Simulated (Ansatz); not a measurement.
Which method gave which barrier?

Saddle point of SnSiH$_{7}$Cl, closed shell (SnSiH₆ ([SiH3][SnH3]) + HCl → SnH₃Cl ([Cl][SnH3]) + SiH₄; bonds formed: Sn1–Cl7, Si2–H6; bonds broken: Sn1–Si2, H6–Cl7), PBE0-D4/def2-TZVP structure:

Sn1  (-0.768, 1.056, -0.552)
Si2  (0.473, -1.358, 0.332)
H3  (0.008, 1.884, -1.804)
H4  (-1.735, 1.874, 0.567)
H5  (-1.695, -0.239, -1.238)
H6  (0.780, 0.355, 0.582)
Cl7  (1.402, 1.887, 1.052)
H8  (1.639, -1.689, 1.188)
H9  (0.674, -1.869, -1.046)
H10  (-0.778, -1.901, 0.918)
(Å)

Computed with Ansatz 0.2.0 (basis: def2-TZVPP, with def2-QZVPP for the basis limit); correlated methods freeze the cores. Filled d shells of the heavier atoms are correlated. Core potentials replace the inner electrons of the atoms past krypton. The def2 sets are not built for correlating such inner shells, so the correlated values are less sure here. Extrapolation: Hartree–Fock as exp(−7.88 √X), correlation as X^−2.97. Four methods, as single points on the PBE0-D4 structures, gave these electronic barriers from the start structure: 124.1, 142.8, 165.8, 208.5 kJ/mol.

Question: The methods were, in alphabetical order, HF, MP2, PBE-D4, PBE0-D4. Which gave which? (A judgement: the text doesn't fix the answer.)

Answer: By the calculation: PBE-D4 124.1; PBE0-D4 142.8; MP2 165.8; HF 208.5 kJ/mol. For comparison, CCSD(T) at an estimated basis limit (MP2 extrapolated from triple and quadruple zeta, plus CCSD(T) − MP2 in triple zeta) gives 154.4 kJ/mol.

No T1 diagnostic of these runs exceeds 0.015. The end structure is not quite a true minimum (one mode of 36i cm⁻¹).

Labels in which every atom is bracketed show which atoms are joined, not bond orders.

For scale, one of the runs: CCSD(T)/def2-TZVPP, 232 basis functions, launched by `ansatz run in.yaml --threads 4 --pin off --events-out ev --progress --plain --max-ram 9574MiB`. Hardware: 4 CPU threads of an Arm Neoverse V2, shared host. Wall time 96 s; peak host memory 4.1 GiB.
